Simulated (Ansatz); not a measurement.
`CCBS` + HCl → `SBCl` + ethane at 400 K and 1 bar (ligand exchange at a B–C bond).

Isolated molecules relaxed with PBE0-D4/def2-TZVP in Ansatz; ΔE leaves out vibrations. CCSD(T)/CBS is extrapolated from def2-TZVPP and def2-QZVPP, frozen cores. Each species was taken in one conformer, which may not be the lowest.

| species | CCSD(T)/CBS energy (Eh) | H − E (kJ/mol) | S (J/(mol·K)) |
| --- | --- | --- | --- |
| `CCBS` | -502.90936 | 259.5 | 350.8 |
| HCl | -460.38167 | 29.6 | 195.4 |
| `SBCl` | -883.60902 | 81.6 | 297.8 |
| `CC` | -79.71389 | 213.5 | 244.3 |

H − E and S are ideal-gas, rigid-rotor, harmonic terms from PBE0-D4/def2-TZVP, for one conformer and one mirror image of each species. 1 Eh = 2625.50 kJ/mol, R = 8.31446 J/(mol·K).

Q: By hand: ΔE, ΔH, ΔS and ΔG.

A: ΔE = (-883.60902) + (-79.71389) − (-502.90936) − (-460.38167) = -0.03188 Eh = -83.7 kJ/mol. Δ(H − E) = 81.6 + 213.5 − 259.5 − 29.6 = 6.0, so ΔH = -77.7 kJ/mol. ΔS = 297.8 + 244.3 − 350.8 − 195.4 = -4.1 J/(mol·K). ΔG = -77.7 − 400 × (-4.1)/1000 = -76.1 kJ/mol.

Q: By hand: the equilibrium constant, and the temperature at which ΔG would vanish if ΔH and ΔS stayed fixed.

A: log₁₀ K = −ΔG/(RT ln 10) = 9.9. ΔG = 0 at ΔH/ΔS = 18951 K, far beyond where these terms or the molecules hold.

The number of gas molecules stays the same, so ΔS is small and ΔH decides. A doubt of 5 kJ/mol in ΔE shifts log₁₀ K by 0.7 here. Other conformers and mirror images would add mixing entropy, several J/(mol·K) or more a flexible species. Modes under 60 cm⁻¹, often nearly free rotors, make the harmonic entropy too high. These are equilibria of isolated gas molecules and say nothing of rates. Largest T1 diagnostic: 0.013 (customary marks: 0.02 for closed shells, 0.045 for open ones).
